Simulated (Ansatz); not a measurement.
Computed with Ansatz on PBE0-D4/def2-TZVP structures; ΔE is electronic, products minus reactants. CCSD(T)/CBS is the MP2 limit (def2-TZVPP, def2-QZVPP) plus CCSD(T) − MP2 in def2-TZVPP, frozen cores. This one scheme is used for every species. DFT in def2-TZVPP. B3LYP here is the variant with VWN-RPA as its local correlation; programs differ in this. For Ge outer-core shells are correlated without core-valence functions, which leaves a few kJ/mol of doubt a bond. Scalar relativity is left out up to krypton. Each species was taken in one conformer, which may not be the lowest.

`O[SiH](Cl)[GeH3]` + CH₃OH → `CO[SiH](Cl)[GeH3]` + H₂O  (ligand exchange at the Si–O bond)

`O[SiH](Cl)[GeH3]`:

Cartesian coordinates in Å:
```
O 0.202 -1.549 1.377
Si -0.450 -0.917 0.013
Cl -2.465 -0.550 0.274
Ge 0.546 1.153 -0.611
H 0.189 -1.018 2.176
H -0.320 -1.979 -1.007
H 2.039 0.968 -0.932
H 0.418 2.152 0.553
H -0.159 1.740 -1.843
```

CH₃OH:

```xyz
6

C     0.058   -0.011   -0.351
O     0.313    0.316    0.995
H     0.877    0.401   -0.941
H    -0.879    0.425   -0.718
H     0.030   -1.095   -0.520
H    -0.398   -0.036    1.534
```

`CO[SiH](Cl)[GeH3]`:

```xyz
12

C     1.104   -0.166   -1.745
O    -0.208    0.215   -1.388
Si   -0.995   -0.389   -0.087
Cl   -2.972    0.085   -0.336
Ge   -0.235    0.570    1.955
H     1.841    0.221   -1.033
H     1.318    0.252   -2.729
H     1.205   -1.256   -1.799
H    -0.880   -1.873   -0.078
H     1.281    0.351    2.116
H    -0.944   -0.088    3.150
H    -0.515    2.080    1.974
```

H₂O:

Z-matrix (Å, degrees):
```
O
H 1 0.960
H 1 0.960 2 105.1
```

```tsv
level	ΔE (kJ/mol)
r2SCAN	6.7
B3LYP	9.1
CCSD(T)/def2-TZVPP	1.7
MP2/CBS(def2)	-0.7
```

Question: What does CCSD(T)/CBS give? (Best estimate.)

Answer: Computed: +0.4 kJ/mol. The listed levels differ from it by 6.3, 8.7, 1.3, -1.1 kJ/mol.

Largest T1 diagnostic among the species: 0.012.

The D4 term adds −6.5 kJ/mol with B3LYP and −3.9 kJ/mol with PBE0; it sums over pairs of atoms, weighted by their polarisabilities, and B3LYP, whose exchange is more repulsive, gets the larger term. In def2-TZVPP, CCSD(T) changes the Hartree–Fock value by −6.2 kJ/mol (the triples alone add −0.9 kJ/mol) and MP2 by −7.3 kJ/mol.
